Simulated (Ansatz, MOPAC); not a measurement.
Diatomic TcF, multiplicity 7 (lowest of 2S+1 = 1, 3, 5, 7 at CCSD(T)/def2-TZVPP on PBE0 minima; our sources give no spin for the ground state, which may be another). No spin–orbit coupling.

Constants: fifth-degree fit in 1/R to seven points, most abundant isotopes. Runs in def2 and cc sets follow the lowest solution found near the PBE0 minimum.

Correlated levels freeze the inner cores; with def2 sets outer-core shells near the valence are correlated too. CBS: X⁻³ extrapolation of the correlation energy, Hartree–Fock from the larger set. The state that PM6 reach isn't checked.

Run with Ansatz (Gaussian orbitals); MOPAC for PM6 (differences of heats of formation).  In def2 rows elements past Kr take small-core potentials, without spin–orbit coupling.

| level | r_e (Å) | ω_e (cm⁻¹) | ω_e x_e (cm⁻¹) | dipole (D) |
|---|---|---|---|---|
| PM6 | 1.993 | [?] | 4.2 | - |
| SVWN5/def2-TZVPP | 1.936 | 584 | 2.9 | 1.37 |
| PBE/def2-TZVPP | 1.972 | 546 | 2.8 | 1.59 |
| B97M-V/def2-TZVPP | 1.975 | 554 | 2.7 | 2.13 |
| wB97X-V/def2-TZVPP | 1.962 | 571 | 2.6 | 1.83 |
| B2PLYP/def2-TZVPP | 1.972 | 561 | 2.7 | - |
| CCSD/def2-TZVPP | 1.971 | 571 | 2.7 | - |
| CCSD(T)/CBS(def2-TZVPP, def2-QZVPP) | [?] | [?] | 2.6 | - |

Q: Some entries are withheld; supply them.

A: 
- CCSD(T)/CBS(def2-TZVPP, def2-QZVPP), r_e (Å): 1.977
- CCSD(T)/CBS(def2-TZVPP, def2-QZVPP), ω_e (cm⁻¹): 558
- PM6, ω_e (cm⁻¹): 669

Ansatz is a program for electronic structure.
